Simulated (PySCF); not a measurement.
AlBH$_{5}$OSi, BH$_{6}$Si$_{2}$, BH$_{7}$Si$_{2}$, CH$_{8}$BNSi (calculated)

All values are calculated (PySCF 2.14.0). Calculation on a computer-drawn molecule: the log of a Hartree-Fock and frozen-core CCSD(T) single point meant for a local Hartree-Fock minimum, with one planted fault or none, to be diagnosed. Offsets are logged minus clean, where the clean run is the same molecule without the fault. The reference is restricted for singlets and unrestricted otherwise, and also for a bond in bohr or an excited solution. Adding or removing an electron swaps singlet and doublet. The excited solution moves the top pair (singlet) or top alpha electron (doublet) to the lowest empty orbital. Highest occupied and lowest empty are orbital energies over both spins, largest force is the largest gradient component, triples share is (T) over the correlation energy, the T1 limit is 0.02 restricted and 0.045 unrestricted, electrons count all cores, a negative frequency is imaginary (commonest isotopes), and the dipole is about the centre of nuclear charge.

Common to all runs: meant basis cc-pV(D+d)Z; logged SCF converged yes; logged CC converged yes; logged SCF stable within its kind yes; possible faults no fault, one electron removed, one electron added, multiplicity raised by two, geometry at a saddle point, SCF held on an excited solution, minimal basis STO-3G, one bond length entered in bohr, all coordinates scaled.

```yaml
- entry: 1
  formula: AlBH5OSi
  logged_structure:
    atoms_angstrom:
      - [B, -2.8149, -1.6711, 2.2804]
      - [Si, -2.6817, -0.0301, 1.0927]
      - [O, -1.3454, -0.1787, 0.0015]
      - [Al, -0.1243, -0.2561, -1.0337]
      - [H, -2.0431, -2.5823, 2.1971]
      - [H, -3.6937, -1.7244, 3.0879]
      - [H, -2.4028, 1.2084, 1.8426]
      - [H, -3.8514, 0.1477, 0.2127]
      - [H, 1.049, -0.341, -2.0215]
  given:
    meant_charge: 1
    meant_multiplicity: 1
    logged_electrons: 44
    logged_basis_functions: 99
    logged_spin_squared: 0.0
    "logged_highest_occupied [eV]": -14.939
    "logged_lowest_empty [eV]": -4.0513
    "logged_largest_force [hartree/bohr]": 3.1461e-05
    "logged_lowest_frequency [cm^-1]": 89.655
    logged_T1_diagnostic: 0.016173
    logged_D1_diagnostic: 0.040608
    logged_triples_share: 0.023052
    "logged_dipole_magnitude [debye]": 7.5167
    "logged_energy_HF [hartree]": -633.10955
    "logged_energy_CCSD(T) [hartree]": -633.57063
    drawn_bonds_atom: [1, 2, 3, 1, 1, 2, 2, 4]
    drawn_bonds_other_atom: [2, 3, 4, 5, 6, 7, 8, 9]
    drawn_bonds_order: [1, 1, 1, 1, 1, 1, 1, 1]
  results:
    planted_fault: "no fault"
    "HF_energy_offset_from_clean_run [kcal/mol]": 0.0
    "CCSD(T)_energy_offset_from_clean_run [kcal/mol]": 0.0
- entry: 2
  formula: BH6Si2
  logged_structure:
    atoms_angstrom:
      - [B, -2.3868, 3.5167, 1.7068]
      - [Si, -0.9376, 2.1148, 1.9418]
      - [Si, -1.8191, 0.475, 3.4047]
      - [H, -2.4824, 4.4367, 2.4706]
      - [H, -3.22, 3.4043, 0.8511]
      - [H, -0.5735, 1.4354, 0.6734]
      - [H, 0.2977, 2.6542, 2.5631]
      - [H, -2.1471, 1.0016, 4.7535]
      - [H, -3.0088, -0.2251, 2.8582]
  given:
    meant_charge: 0
    meant_multiplicity: 2
    logged_electrons: 40
    logged_basis_functions: 90
    logged_spin_squared: 0.0
    "logged_highest_occupied [eV]": -1.1218
    "logged_lowest_empty [eV]": 6.0541
    "logged_largest_force [hartree/bohr]": 0.02747
    logged_T1_diagnostic: 0.035032
    logged_D1_diagnostic: 0.13979
    logged_triples_share: 0.03691
    "logged_dipole_magnitude [debye]": 2.9076
    "logged_energy_HF [hartree]": -605.97948
    "logged_energy_CCSD(T) [hartree]": -606.3635
    drawn_bonds_atom: [1, 2, 1, 1, 2, 2, 3, 3]
    drawn_bonds_other_atom: [2, 3, 4, 5, 6, 7, 8, 9]
    drawn_bonds_order: [1, 1, 1, 1, 1, 1, 1, 1]
  results:
    planted_fault: "one electron added"
    "HF_energy_offset_from_clean_run [kcal/mol]": -2.012
    "CCSD(T)_energy_offset_from_clean_run [kcal/mol]": -29.84
  notes: ["T1 above single-reference limit"]
- entry: 3
  formula: BH7Si2
  logged_structure:
    atoms_angstrom:
      - [B, 0.4174, -1.7911, 0.8118]
      - [Si, 0.6096, -0.5099, -0.7571]
      - [Si, 2.4843, 0.8991, -0.3707]
      - [H, 0.9775, -2.8521, 0.8202]
      - [H, -0.2174, -1.488, 1.7838]
      - [H, 0.8335, -1.2259, -2.0402]
      - [H, -0.5874, 0.3569, -0.9166]
      - [H, 2.3084, 1.6612, 0.8901]
      - [H, 2.6426, 1.8603, -1.4885]
      - [H, 3.724, 0.0917, -0.259]
  given:
    meant_charge: 0
    meant_multiplicity: 1
    logged_electrons: 41
    logged_basis_functions: 95
    logged_spin_squared: 0.7612
    "logged_highest_occupied [eV]": -0.84657
    "logged_lowest_empty [eV]": 7.9573
    "logged_largest_force [hartree/bohr]": 0.031471
    logged_T1_diagnostic: 0.013336
    logged_D1_diagnostic: 0.036454
    logged_triples_share: 0.02661
    "logged_dipole_magnitude [debye]": 6.1112
    "logged_energy_HF [hartree]": -606.58251
    "logged_energy_CCSD(T) [hartree]": -606.96726
    drawn_bonds_atom: [1, 2, 1, 1, 2, 2, 3, 3, 3]
    drawn_bonds_other_atom: [2, 3, 4, 5, 6, 7, 8, 9, 10]
    drawn_bonds_order: [1, 1, 1, 1, 1, 1, 1, 1, 1]
  results:
    planted_fault: "one electron added"
    "HF_energy_offset_from_clean_run [kcal/mol]": 4.868
    "CCSD(T)_energy_offset_from_clean_run [kcal/mol]": -7.789
- entry: 4
  formula: CH8BNSi
  logged_structure:
    atoms_angstrom:
      - [B, -0.1498, 0.765, -1.9099]
      - [Si, 0.1491, 1.852, -0.2155]
      - [C, -1.1289, 1.5458, 1.13]
      - ["N", 1.7126, 1.4665, 0.4329]
      - [H, 0.7623, 0.4573, -2.6316]
      - [H, -1.2494, 0.4353, -2.2678]
      - [H, 0.0057, 3.2836, -0.6362]
      - [H, -2.1303, 1.8068, 0.7758]
      - [H, -1.1366, 0.4964, 1.4369]
      - [H, -0.9219, 2.1538, 2.0161]
      - [H, 2.4921, 1.4428, -0.1991]
      - [H, 1.9975, 1.904, 1.2908]
  given:
    meant_charge: 0
    meant_multiplicity: 1
    logged_electrons: 40
    logged_basis_functions: 105
    logged_spin_squared: 0.0
    "logged_highest_occupied [eV]": -10.301
    "logged_lowest_empty [eV]": 1.6746
    "logged_largest_force [hartree/bohr]": 4.2296e-05
    "logged_lowest_frequency [cm^-1]": 123.15
    logged_T1_diagnostic: 0.0098052
    logged_D1_diagnostic: 0.028057
    logged_triples_share: 0.024919
    "logged_dipole_magnitude [debye]": 0.89465
    "logged_energy_HF [hartree]": -410.6022
    "logged_energy_CCSD(T) [hartree]": -411.17772
    drawn_bonds_atom: [1, 2, 2, 1, 1, 2, 3, 3, 3, 4, 4]
    drawn_bonds_other_atom: [2, 3, 4, 5, 6, 7, 8, 9, 10, 11, 12]
    drawn_bonds_order: [1, 1, 1, 1, 1, 1, 1, 1, 1, 1, 1]
  results:
    planted_fault: "no fault"
    "HF_energy_offset_from_clean_run [kcal/mol]": 0.0
    "CCSD(T)_energy_offset_from_clean_run [kcal/mol]": 0.0
- entry: 5
  formula: CH8BNSi
  logged_structure:
    atoms_angstrom:
      - [B, -0.1498, 0.765, -1.9099]
      - [Si, 0.1491, 1.852, -0.2155]
      - [C, -1.1289, 1.5458, 1.13]
      - ["N", 1.7126, 1.4665, 0.4329]
      - [H, 0.7623, 0.4573, -2.6316]
      - [H, -1.2494, 0.4353, -2.2678]
      - [H, 0.0057, 3.2836, -0.6362]
      - [H, -2.1303, 1.8068, 0.7758]
      - [H, -1.1366, 0.4964, 1.4369]
      - [H, -0.9219, 2.1538, 2.0161]
      - [H, 2.4921, 1.4428, -0.1991]
      - [H, 1.9975, 1.904, 1.2908]
  given:
    meant_charge: 0
    meant_multiplicity: 1
    logged_electrons: 40
    logged_basis_functions: 32
    logged_spin_squared: 0.0
    "logged_highest_occupied [eV]": -7.9325
    "logged_lowest_empty [eV]": 6.444
    "logged_largest_force [hartree/bohr]": 0.030773
    logged_T1_diagnostic: 0.0060427
    logged_D1_diagnostic: 0.022477
    logged_triples_share: 0.0084922
    "logged_dipole_magnitude [debye]": 0.86239
    "logged_energy_HF [hartree]": -405.77566
    "logged_energy_CCSD(T) [hartree]": -405.99936
    drawn_bonds_atom: [1, 2, 2, 1, 1, 2, 3, 3, 3, 4, 4]
    drawn_bonds_other_atom: [2, 3, 4, 5, 6, 7, 8, 9, 10, 11, 12]
    drawn_bonds_order: [1, 1, 1, 1, 1, 1, 1, 1, 1, 1, 1]
  results:
    planted_fault: "minimal basis STO-3G"
    "HF_energy_offset_from_clean_run [kcal/mol]": 3029
    "CCSD(T)_energy_offset_from_clean_run [kcal/mol]": 3249
```
